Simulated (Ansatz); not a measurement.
`C[N]1[AlH][SiH2]1` and `C[N]1[SiH2][Al]1[CH3]` differ in one atom or group.

Ansatz, PBE0-D4/def2-TZVP geometries, multiplicity 1. 

| property | `C[N]1[AlH][SiH2]1` |
| --- | --- |
| LUMO energy (ωB97M-V/def2-TZVPP) / eV | 0.57 |
| LUMO energy (PBE0/def2-TZVPP) / eV | -1.07 |
| HOMO–LUMO gap (PBE0/def2-TZVPP) / eV | 5.45 |
| HOMO energy (ωB97M-V/def2-TZVPP) / eV | -8.46 |
| LUMO energy (B3LYP/def2-TZVPP) / eV | -1.24 |
| size of the dipole moment (ωB97M-V/def2-TZVPP) / D | 1.21 |

(1) What does the change do to each property? (Best estimate.)

Results:

(1) Computed: 
```json
{"property": "LUMO energy (ωB97M-V/def2-TZVPP) / eV", "`C[N]1[SiH2][Al]1[CH3]`": "0.78", "shift": "0.21"}
{"property": "LUMO energy (PBE0/def2-TZVPP) / eV", "`C[N]1[SiH2][Al]1[CH3]`": "-0.74", "shift": "0.33"}
{"property": "HOMO–LUMO gap (PBE0/def2-TZVPP) / eV", "`C[N]1[SiH2][Al]1[CH3]`": "5.54", "shift": "0.09"}
{"property": "HOMO energy (ωB97M-V/def2-TZVPP) / eV", "`C[N]1[SiH2][Al]1[CH3]`": "-8.24", "shift": "0.22"}
{"property": "LUMO energy (B3LYP/def2-TZVPP) / eV", "`C[N]1[SiH2][Al]1[CH3]`": "-0.96", "shift": "0.28"}
{"property": "size of the dipole moment (ωB97M-V/def2-TZVPP) / D", "`C[N]1[SiH2][Al]1[CH3]`": "2.20", "shift": "0.99"}
```

With PBE0 the HOMO rises by 0.23 eV and the LUMO rises by 0.33 eV, so the gap widens by about 0.10 eV. PBE moves the HOMO by 0.23 eV and ωB97M-V by 0.22 eV. Dipoles are sizes alone; their direction can turn.

B3LYP here is the variant with VWN-RPA as its local correlation; programs differ in this.
